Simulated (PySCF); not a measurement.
Excitations are Tamm–Dancoff values on a coarser integration grid. The basis has no diffuse functions, so Rydberg states are missing or too high.

H$_{3}$BrS$_{3}$Si, SMILES `S[Si](S)(S)Br` (charge 0, multiplicity 1)

Level of theory: PBE-D3(BJ)/def2-TZVP // B3LYP-D3(BJ)/def2-TZVP (PySCF).

The HOMO is -6.49 eV. The dipole moment is 1.23 D, the HOMO–LUMO gap is 4.74 eV and the LUMO comes out as -1.75 eV. The S1 excitation (TDA) comes out as 4.86 eV, the S1 oscillator strength comes out as 0.007 and the T1 excitation (TDA) comes out as 4.58 eV. The S1–T1 gap (TDA) is 0.28 eV, the total energy comes out as -4059.1925 Ha and the cost is very roughly 4 core-minutes.

```xyz
8

S     -0.6836     1.7475    -0.0246
Si     0.1658    -0.1963     0.1915
S      1.5674    -0.4166    -1.3945
S     -1.2245    -1.8068     0.0880
Br     1.0907    -0.4237     2.2128
H     -1.3289     1.7134     1.1557
H      2.1778     0.7603    -1.1607
H     -1.7646    -1.3779    -1.0682
```
